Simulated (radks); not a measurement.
Values are calculated unless marked as measured or tabulated.
Numerical settings for the holmium ion Ho+, [Xe] 4f11 6s1. Level of theory: scalar-relativistic Kohn-Sham, PBEsol, spin-polarised, spherical densities, finite nucleus; open shells are filled with parallel spins first (spin-orbit coupling, left out, can overturn this in heavy ions); Fermi nuclear charge, rms radius 5.2022 fm (a radial shooting solver on a logarithmic mesh with Libxc functionals). The defaults (mesh step 0.008 in ln r, mesh end at 40 bohr or more with all orbitals vanishing there, Anderson mixing 0.5 over 9 steps, residual threshold near 1e-9 with the energy settled to 1e-9 hartree or 1e-11 of itself, here a cap of 56 iterations) give E = -12610.9016 hartree and 4f at -8.405 eV in 15 iterations. Times are rough (one thread of a shared host). Changes against that run (0 stands for a change within the tolerance of the run):

| setting | iterations | converged | E (mhartree) | e(4f) (meV) | CPU (s) |
|---|---|---|---|---|---|
| mesh step in ln r 0.12 | 4 | no | diverged | - | 0.01 |
| mesh step in ln r 0.003 | 18 | yes | 0 | 0 | 0.82 |
| mesh step in ln r 0.005 | 15 | yes | 0 | 0 | 0.45 |
| mesh end (bohr) 2 | 14 | level above zero | +1.34e+04 | +5.05e+04 | 0.21 |
| mesh end (bohr) 12 | 15 | yes | +0.0138 | +1.36 | 0.28 |
| residual threshold 0.001 | 12 | yes | 0 | -0.0838 | 0.25 |
| residual threshold 1e-16 | 56 | no | 0 | 0 | 0.54 |
| mixing 2.5 | 29 | yes | 0 | 0 | 0.52 |
| linear mixing, mixing 0.8 | 56 | no | +9.8e+04 | +6.14e+03 | 2 |
| linear mixing, mixing 0.5 | 56 | no | +115 | +2.62e+03 | 1.1 |
| mixing history 20 | 24 | yes | 0 | 0 | 0.4 |
| iteration cap 3 | 3 | no | +73.8 | -130 | 0.08 |

Settled on a wrong energy, with an occupied level pushed above zero by the early mesh end: mesh end (bohr) 2 (+13.4 hartree). Apart from these: no run marked as converged misses the energy by more than 1 mhartree. A mesh that ends early acts as a hard wall.
